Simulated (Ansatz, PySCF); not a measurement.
The pair A = CH4 (SMILES C) (first 5 atoms), B = CH3F (SMILES CF); geometry from B3LYP-D3(BJ)/def2-TZVP.
(charge 0, multiplicity 1):
```xyz
10

C      0.02743    -0.00824     0.12951
H     -0.21484    -1.06688     0.21923
H     -0.37782     0.53288     0.98270
H      1.10976     0.11449     0.09976
H     -0.40413     0.38253    -0.79104
C      0.22793    -0.58474     3.76127
F     -0.45893     0.61284     3.59417
H     -0.45003    -1.41102     3.54469
H      1.07295    -0.60354     3.07270
H      0.57870    -0.64484     4.79220
```

Cores are frozen in the correlated methods. Rows in 6-31G* carry no dispersion term and start afresh at each structure (6-31G* with six Cartesian d functions). MP2/6-31G* freezes PySCF's default core.

The values were computed with Ansatz (an electronic-structure program); PySCF for 6-31G* rows. Values without a source in brackets are computed.

Total energies (hartree), monomers frozen at their geometry in the pair:

```csv
structure,B3LYP/def2-TZVPPD,MP2/6-31G*,CCSD(T)/aug-cc-pVDZ
AB,-180.3487762,-179.6707606,-179.8442539
A in the pair's basis,-40.5391766,-40.3327928,-40.3958477
B in the pair's basis,-139.8099243,-139.3378410,-139.4473615
A,-40.5391508,-40.3325475,-40.3953635
B,-139.8098816,-139.3358246,-139.4465985
```

**Question.** Work out the interaction energy without and with the counterpoise correction, and the superposition error, for each level.

**Answer.** 
E(AB) − E(A) − E(B), times 627.509 kcal/mol, with the monomers in their own basis and then in the pair's basis:
- B3LYP/def2-TZVPPD: 0.16 uncorrected, 0.20 corrected; the monomers gain 0.04 kcal/mol from borrowed functions
- MP2/6-31G*: -1.50 uncorrected, -0.08 corrected; the monomers gain 1.42 kcal/mol from borrowed functions
- CCSD(T)/aug-cc-pVDZ: -1.44 uncorrected, -0.66 corrected; the monomers gain 0.78 kcal/mol from borrowed functions
